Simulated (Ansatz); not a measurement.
A CCSD(T) single point on `[CH3][Al-]([CH3])([CH3])[OH2+]`.

```yaml
crystal:
  periodic: [false, false, false]
  atoms:
    - {symbol: C, position_ang: [-0.625974, 0.726214, -1.711968]}
    - {symbol: Al, position_ang: [0.085110, -0.142633, -0.082251]}
    - {symbol: C, position_ang: [1.692355, 0.650692, 0.756722]}
    - {symbol: C, position_ang: [-0.214923, -2.073503, 0.139271]}
    - {symbol: O, position_ang: [-1.276772, 0.673984, 1.223674]}
    - {symbol: H, position_ang: [-0.575030, 1.821124, -1.680880]}
    - {symbol: H, position_ang: [-0.049438, 0.422091, -2.593086]}
    - {symbol: H, position_ang: [-1.665248, 0.448760, -1.926771]}
    - {symbol: H, position_ang: [1.834148, 0.332171, 1.796717]}
    - {symbol: H, position_ang: [1.696619, 1.747160, 0.742459]}
    - {symbol: H, position_ang: [2.598190, 0.338631, 0.224443]}
    - {symbol: H, position_ang: [-0.023889, -2.410532, 1.163568]}
    - {symbol: H, position_ang: [0.449292, -2.654777, -0.510522]}
    - {symbol: H, position_ang: [-1.238279, -2.368282, -0.116043]}
    - {symbol: H, position_ang: [-0.820296, 1.221008, 1.872730]}
    - {symbol: H, position_ang: [-1.888766, 1.245192, 0.746136]}
basis:
  gaussian: {orbitals: def2-TZVPP}
correlation: {method: ccsd_t}
output: {orbitals: {seedname: orbitals}}
```

```sh
$ ansatz run in.yaml --threads 2 --pin off --events-out ev --progress --plain --max-ram 32768MiB --backend cuda --devices 0, --max-vram 18GiB
```

Log, shortened:

```
Functional definition: HF
1843 factors; integrals over basis functions are off by at most 1.2e-3 eV
mean field evaluation 1: about -11883.0174 eV, gradient 5.1e1 eV
mean field evaluation 2: about -11883.1415 eV, gradient 5.1e1 eV
mean field evaluation 4: about -11888.9813 eV, gradient 4.0e0 eV
mean field evaluation 8: about -11889.0468 eV, gradient 2.5e-1 eV
mean field -11889.04717126 eV, -436.9144248580 hartree, gradient 5.2e-6 eV, S^2 0.000000; 0 other end points of the search recorded, 0 dependent functions left out
9 core orbitals not correlated: weight in the atoms' cores, before any rotation towards them, 1.000 or more for the frozen orbitals, at most 0.000 for the correlated occupied ones
reference -11889.04717126 eV, -436.9144248580 hartree; 16, 16 occupied and 295, 295 virtual orbitals, 1843 factors
second order -24.25517141 eV of doubles, -0.00000000 eV of singles
cycle   1  -25.16423656 eV  change   -9.1e-1 eV  update   8.9e-2
cycle   2  -25.70937506 eV  change   -5.5e-1 eV  update   2.5e-2
cycle   3  -25.78720722 eV  change   -7.8e-2 eV  update   9.7e-3
cycle   4  -25.78314197 eV  change    4.1e-3 eV  update   2.2e-3
cycle   5  -25.78323699 eV  change   -9.5e-5 eV  update   7.9e-4
cycle   6  -25.78316819 eV  change    6.9e-5 eV  update   2.2e-4
cycle   7  -25.78308379 eV  change    8.4e-5 eV  update   7.7e-5
cycle   8  -25.78308608 eV  change   -2.3e-6 eV  update   2.8e-5
perturbative correction -0.91102346 eV, -0.0334794948 hartree
Total energy: -11915.74128080 eV, -437.8954152899 hartree
```

It took 9.5 s on 2 threads of an AMD EPYC 7R13 on a shared host and a share of an NVIDIA H100 80 GB, with 1.3 GiB of host memory at the peak.

The correlation energy is -26.694 eV, 3.4 % of it from (T); the T1 diagnostic reads 0.0091.
